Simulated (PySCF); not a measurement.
Species: C6H8FP.
SMILES: `C=CC1=C(F)CCP1`

The closed-shell SCF was solved with PySCF and density fitting under several settings on one GFN2-xTB geometry (grid level 2 and gas phase unless stated).

```csv
settings,basis functions,SCF cycles,E (Eh),HOMO (eV),LUMO (eV),dipole (D)
PBE0/pcSseg-1,183,14,-674.0509,-6.45,-0.79,1.56
CAM-B3LYP/def2-SVPD,231,13,-674.1196,-7.70,0.23,1.47
PBE0/def2-SVP,156,14,-673.7525,-6.37,-0.69,1.50
"PBE0/pcSseg-1, IEF-PCM cyclohexane, grid level 3",183,14,-674.0532,-6.43,-0.76,1.81
"OLYP/def2-SVPD, start guess sap",231,18,-674.1666,-5.29,-1.58,1.44
```

Problem. Estimate the row for these settings: PBE0/6-31G, grid level 3.

Solution. 
| settings | basis functions | SCF cycles | E (Eh) | HOMO (eV) | LUMO (eV) | dipole (D) |
| --- | --- | --- | --- | --- | --- | --- |
| PBE0/6-31G, grid level 3 | 92 | 14 | -673.9681 | -6.24 | -0.49 | 1.65 |

Problem. Over all rows, what range does the HOMO–LUMO gap span?

Solution. From 3.71 eV (OLYP/def2-SVPD, start guess sap) to 7.93 eV (CAM-B3LYP/def2-SVPD). The functional of the narrowest has no exact exchange, that of the widest range-separated exact exchange.

Problem. And the dipole moment?

Solution. From 1.44 D (OLYP/def2-SVPD, start guess sap) to 1.81 D (PBE0/pcSseg-1, IEF-PCM cyclohexane, grid level 3); the largest is 1.26 times the smallest, and the median is 1.53 D.

Problem. Compare two rows with the functional PBE0: PBE0/6-31G, grid level 3 and PBE0/def2-SVP. Which energy is lower, and by how much?

Solution. PBE0/6-31G, grid level 3 (92 functions) lies 0.2156 Eh or 135 kcal/mol below PBE0/def2-SVP (156 functions). The smaller set gives the lower energy; the two sets aren't nested, so the variational bound doesn't order them by size.

Cycle counts include a coarse-grid stage where the run had one. One conformer (not necessarily the lowest) at the GFN2-xTB geometry, without vibrations or thermal averaging.
